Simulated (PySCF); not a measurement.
# Zr (zirconium, neutral) across methods

[Kr] 4d1 5s2 6s1, high-spin 3D determinant (an excited configuration). Calculation: PySCF 2.14, in x2c-TZVPPall with one added diffuse shell each of s, p, d, f type (9s7p7d3f1g, 95 functions); the spin-free X2C one-electron Hamiltonian (Gaussian nucleus).

```json
{"method": "wB97X", "E (hartree)": "-3598.10", "mean ε 5s α (eV)": "-10.376", "mean ε 5s β (eV)": "-10.174", "mean ε 6s α (eV)": "-2.310", "Σ⟨r²⟩ (bohr²)": "142.8", "⟨S²⟩": "2.011"}
{"method": "BHandHLYP", "E (hartree)": "-3598.02", "mean ε 5s α (eV)": "-8.998", "mean ε 5s β (eV)": "-8.666", "mean ε 6s α (eV)": "-1.763", "Σ⟨r²⟩ (bohr²)": "137.8", "⟨S²⟩": "2.017"}
{"method": "PBE0", "E (hartree)": "-3597.70", "mean ε 5s α (eV)": "-8.572", "mean ε 5s β (eV)": "-8.156", "mean ε 6s α (eV)": "-1.753", "Σ⟨r²⟩ (bohr²)": "137.7", "⟨S²⟩": "2.012"}
{"method": "CAM-B3LYP", "E (hartree)": "-3598.22", "mean ε 5s α (eV)": "-9.512", "mean ε 5s β (eV)": "-9.171", "mean ε 6s α (eV)": "-1.969", "Σ⟨r²⟩ (bohr²)": "136.5", "⟨S²⟩": "2.011"}
{"method": "PBE", "E (hartree)": "-3597.62", "mean ε 5s α (eV)": "-7.882", "mean ε 5s β (eV)": "-7.486", "mean ε 6s α (eV)": "-1.497", "Σ⟨r²⟩ (bohr²)": "134.8", "⟨S²⟩": "2.010"}
{"method": "r2SCAN", "E (hartree)": "-3597.99", "mean ε 5s α (eV)": "-7.957", "mean ε 5s β (eV)": "-7.638", "mean ε 6s α (eV)": "-1.469", "Σ⟨r²⟩ (bohr²)": "137.2", "⟨S²⟩": "2.019"}
{"method": "LDA", "E (hartree)": "-3593.56", "mean ε 5s α (eV)": "-8.042", "mean ε 5s β (eV)": "-7.646", "mean ε 6s α (eV)": "-1.486", "Σ⟨r²⟩ (bohr²)": "132.4", "⟨S²⟩": "2.006"}
```

The outer electron is Rydberg-like, and this basis confines it to a smaller radius and binds it less than a complete one would.
